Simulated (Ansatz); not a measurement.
Molecule: sum formula SiOBr (charge 0, doublet). It need not be the lowest isomer of its formula. 
Geometry from a B3LYP-D3(BJ)/def2-TZVP (Ansatz, a quantum-chemistry and plane-wave program) optimisation:
```
Si
O 1 1.5259
Br 1 2.2484 2 125.33
```
Charge 0, spin multiplicity 2.

Basis-set convergence of Hartree-Fock and CCSD correlation energies (hartree) with Ansatz. Valence correlation only, unless marked. UHF or UKS for open shells. Spin-orbit coupling is left out. The frozen core is the preceding noble-gas configuration, with the filled d and f shells of earlier blocks. Non-relativistic.

```tsv
basis	functions	E(HF)	E(corr, CCSD)
def2-SVPD	88	-2935.75640	-0.41414
def2-TZVPPD	145	…	…
```

Some entries are withheld; supply them.


- def2-TZVPPD, E(HF): -2936.26946
- def2-TZVPPD, E(corr, CCSD): -0.50543
